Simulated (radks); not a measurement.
Polarisability of neutral bromine, [Ar] 3d10 4s2 4p5, at imaginary frequency. All-electron calculation, scalar-relativistic Kohn-Sham, LB94 model potential, spin-unpolarised, spherical densities, finite nucleus; Fermi nuclear charge, rms radius 4.1629 fm. Program: a radial shooting solver on a logarithmic mesh with Libxc functionals. Response by self-consistent Sternheimer equations with the Hartree and adiabatic LDA kernel, the relativistic mass of each level held fixed and spin-orbit coupling left out.

w (hartree)  alpha1(iw) (bohr^3)
0.00266                    20.38
0.0143                     20.36
0.0360                     20.25
0.0697                     19.92
0.118                      19.14
0.186                      17.63
0.280                      15.22
0.413                      12.06
0.605                      8.616
0.892                      5.491
1.35                       3.104
2.12                       1.559
3.59                      0.6975
6.94                      0.2646
17.5                     0.06350

Static values: alpha1 = 20.38 bohr^3 (3.020 angstrom^3; uncoupled 31.20). C6 = 161.1, triple-dipole C9 = 2367 atomic units. One-pole (London) frequency 4 C6 / (3 alpha1^2) = 0.517 hartree, against 0.465 for minus the highest occupied eigenvalue. Recommended static value: 21 bohr^3 (Schwerdtfeger and Nagle, 2023 table).

Beside tabulated values, note that spin-unpolarised runs miss the spin-polarisation part of the exchange energy of open shells.
